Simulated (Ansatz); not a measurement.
Computed with Ansatz on PBE0-D4/def2-TZVP structures; ΔE is electronic, products minus reactants. CCSD(T)/CBS adds triple-zeta CCSD(T) − MP2 to the extrapolated MP2 energy (def2 sets, frozen cores). This one scheme is used for every species. Functionals use def2-TZVPP. B3LYP here is the variant with VWN-RPA as its local correlation; programs differ in this. One conformer a species, not always the lowest.

Reaction (formal hydrolysis of the Si–Cl bond): `C[Si@@H](O)[Si@H](O)Cl` + H₂O → `C[SiH](O)[SiH](O)O` + HCl

```
             level  ΔE (kJ/mol)
           PBE0-D4          8.5
             B3LYP         -1.7
CCSD(T)/def2-TZVPP         -1.7
    CCSD/CBS(def2)          3.4
```

(1) What does CCSD(T)/CBS give? (Estimate.)

Largest T1 diagnostic among the species: 0.012.

Results:

(1) The calculation gave: +4.5 kJ/mol. The listed levels differ from it by 4.0, -6.2, -6.2, -1.1 kJ/mol.

The D4 term adds +3.4 kJ/mol with B3LYP and +1.9 kJ/mol with PBE0; it sums over pairs of atoms, weighted by their polarisabilities, and B3LYP, whose exchange is more repulsive, gets the larger term.
